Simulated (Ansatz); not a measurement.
Basis-set series for C2H5AlBr, SMILES `C[CH2][Al][Br]` radical. The species carries charge 0 and has multiplicity 2. The geometry is a stationary point of PBE0-D4/def2-TZVP. It is one conformer, not always the lowest.

Cartesian coordinates in Å:
```
C -0.808 0.310 -0.424
C 0.121 0.277 0.785
Al 1.728 -0.865 0.589
Br 2.034 -1.889 -1.437
H -1.195 -0.683 -0.664
H -1.668 0.964 -0.247
H -0.296 0.673 -1.318
H 0.487 1.281 1.034
H -0.403 -0.070 1.683
```

```csv
functional,basis,functions,energy (Eh),HOMO (eV),LUMO (eV)
PBE0-D4,def2-TZVPP,222,-2895.37259,-5.68,-2.49
PBE0-D4,def2-QZVPP,423,-2895.43700,-5.69,-2.51
ωB97M-V,def2-TZVPP,222,-2895.66437,-7.33,-1.05
ωB97M-V,def2-QZVPP,423,-2895.72708,-7.37,-1.13
```

Q: Give the rows for def2-SVP. (An estimate is asked.)

A: Computed: 
| functional | basis | functions | energy (Eh) | HOMO (eV) | LUMO (eV) |
| --- | --- | --- | --- | --- | --- |
| PBE0-D4 | def2-SVP | 103 | -2894.88879 | -5.64 | -2.47 |
| ωB97M-V | def2-SVP | 103 | -2895.17710 | -7.29 | -1.04 |

HOMO and LUMO are taken over both spins. Scalar relativity is left out up to krypton.
